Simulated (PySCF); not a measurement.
## Correlation energy of Hf (hafnium, neutral)

[Xe] 4f14 5d3 6s1, high-spin 5F determinant (an excited configuration). Computed with PySCF 2.14 in x2c-TZVPPall, with the spin-free X2C one-electron Hamiltonian (Gaussian nucleus). Frozen: [Xe] 4f14; 4 electrons correlated.

| level | correlation energy (mhartree) |
| --- | --- |
| CCSD | -34.97 |
| (T) | -0.93 |
| CCSD(T) | -35.90 |

Diagnostics: T1 = 0.0095, D1 = 0.0148, largest double amplitude 0.053.

Spin-orbit coupling, absent here, splits the open shell strongly.

Cost of the coupled-cluster step: about 4 core-seconds, for 4 correlated electrons.

Iterations:

```
CC2 = 0
CCSD nocc = (np.int64(4), np.int64(0)), nmo = (63, 63)
frozen orbitals [[0, 1, 2, 3, 4, 5, 6, 7, 8, 9, 10, 11, 12, 13, 14, 15, 16, 17, 18, 19, 20, 21, 22, 23, 24, 25, 26, 27, 28, 29, 30, 31, 32, 33], [0, 1, 2, 3, 4, 5, 6, 7, 8, 9, 10, 11, 12, 13, 14, 15, 16, 17, 18, 19, 20, 21, 22, 23, 24, 25, 26, 27, 28, 29, 30, 31, 32, 33]]
max_cycle = 100
direct = 0
conv_tol = 1e-08
conv_tol_normt = 1e-06
diis_space = 8
diis_start_cycle = 0
Init t2, MP2 energy = -0.0260839274783556
Init E_corr(UCCSD) = -0.0260839274784488
cycle = 1  E_corr(UCCSD) = -0.0317245845308898  dE = -0.00564065705  norm(t1,t2) = 0.0411105
cycle = 2  E_corr(UCCSD) = -0.0332854463175869  dE = -0.00156086179  norm(t1,t2) = 0.0223375
cycle = 3  E_corr(UCCSD) = -0.0348208761826661  dE = -0.00153542987  norm(t1,t2) = 0.0155544
cycle = 4  E_corr(UCCSD) = -0.0349042291912065  dE = -8.33530085e-05  norm(t1,t2) = 0.00607731
cycle = 5  E_corr(UCCSD) = -0.0349773000425139  dE = -7.30708513e-05  norm(t1,t2) = 0.00135388
cycle = 6  E_corr(UCCSD) = -0.0349680577002903  dE = 9.24234222e-06  norm(t1,t2) = 0.000233506
cycle = 7  E_corr(UCCSD) = -0.0349735935586719  dE = -5.53585838e-06  norm(t1,t2) = 5.84105e-05
cycle = 8  E_corr(UCCSD) = -0.0349713458222187  dE = 2.24773645e-06  norm(t1,t2) = 2.29352e-05
cycle = 9  E_corr(UCCSD) = -0.0349721859520782  dE = -8.4012986e-07  norm(t1,t2) = 9.0019e-06
cycle = 10  E_corr(UCCSD) = -0.0349719889957225  dE = 1.96956356e-07  norm(t1,t2) = 2.25631e-06
cycle = 11  E_corr(UCCSD) = -0.0349720019645239  dE = -1.29688014e-08  norm(t1,t2) = 4.45356e-07
cycle = 12  E_corr(UCCSD) = -0.034972001657124  dE = 3.07399897e-10  norm(t1,t2) = 1.98315e-07
UCCSD converged
E(UCCSD) = -15073.40779969382  E_corr = -0.03497200165712398
UCCSD(T) correction = -0.000929857046729478
```
